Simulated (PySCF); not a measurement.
Species: C4H3F3GeO.
Structure used (PBE0-D3(BJ)/def2-SVP), in Å, numbered top down from 1:
```
atom  x, y, z in Å
C1     3.3626   -0.2332    0.1041
C2     2.2477    0.2450    0.1768
Ge3    0.4927    0.9380    0.2630
C4    -0.6871   -0.4733   -0.5597
O5    -0.3126   -1.2413   -1.3959
C6    -2.1469   -0.5132   -0.0646
F7    -2.9207   -1.2625   -0.8229
F8    -2.1716   -0.9811    1.1829
F9    -2.6303    0.7339   -0.0456
H10    4.3508   -0.6528    0.0335
H11    0.3788    2.2048   -0.5935
H12    0.0762    1.2075    1.7129
```

Computed with PySCF at CAM-B3LYP/def2-SVPD, non-relativistic, on one gas-phase PBE0-D3(BJ)/def2-SVP geometry that isn't relaxed in the solvent. The solvent is an IEF-PCM continuum (van der Waals radii × 1.2), and excitations are vertical TDDFT with non-equilibrium linear response and a frozen core. Only the electrostatic response of the medium enters. Spin–orbit coupling is left out although an atom past zinc is present.

Gas-phase singlets (H = HOMO, L = LUMO):

```tsv
state	E (eV)	λ (nm)	f	leading configuration
S1	3.525	352	0.001	H→L 87%
S2	5.966	208	0.001	H-1→L+1 41%
S3	6.169	201	0.004	H-1→L 35%
S4	6.184	200	0.005	H-2→L 22%
S5	6.418	193	0.008	H-1→L 35%
```

Q: What are the lowest 5 singlets in chloroform (ε = 4.711)?

A: 
| state | E (eV) | λ (nm) | f | leading configuration | change by rank (eV) |
| --- | --- | --- | --- | --- | --- |
| S1 | 3.566 | 348 | 0.001 | H→L 86% | +0.041 |
| S2 | 6.002 | 207 | 0.002 | H-1→L+1 39% | +0.036 |
| S3 | 6.180 | 201 | 0.009 | H-1→L 41% | +0.011 |
| S4 | 6.212 | 200 | 0.006 | H-2→L 34% | +0.028 |
| S5 | 6.420 | 193 | 0.008 | H-1→L 21% | +0.002 |

Q: The ground-state energy changes by -0.156 eV from gas to chloroform. By how much does the total energy of gas-phase S1 change?

A: E(S1) = E(S0) + excitation energy, so it changes by -0.156 + 0.041 = -0.115 eV: it is lowered less than the ground state, which is what a blue shift means. This is the vertical state, with the slow part of the continuum still set for S0.

Q: How do the frontier levels move from gas to chloroform?

A: 
```json
{"orbital": "LUMO+2", "gas (eV)": "0.73", "solvent (eV)": "0.91", "change (eV)": "+0.18"}
{"orbital": "LUMO+1", "gas (eV)": "0.53", "solvent (eV)": "0.70", "change (eV)": "+0.17"}
{"orbital": "LUMO", "gas (eV)": "-1.11", "solvent (eV)": "-1.05", "change (eV)": "+0.06"}
{"orbital": "HOMO", "gas (eV)": "-9.32", "solvent (eV)": "-9.29", "change (eV)": "+0.03"}
{"orbital": "HOMO-1", "gas (eV)": "-9.93", "solvent (eV)": "-9.83", "change (eV)": "+0.10"}
{"orbital": "HOMO-2", "gas (eV)": "-10.22", "solvent (eV)": "-10.16", "change (eV)": "+0.06"}
{"orbital": "HOMO-3", "gas (eV)": "-12.07", "solvent (eV)": "-11.84", "change (eV)": "+0.23"}
```

The HOMO–LUMO gap goes from 8.20 to 8.24 eV.
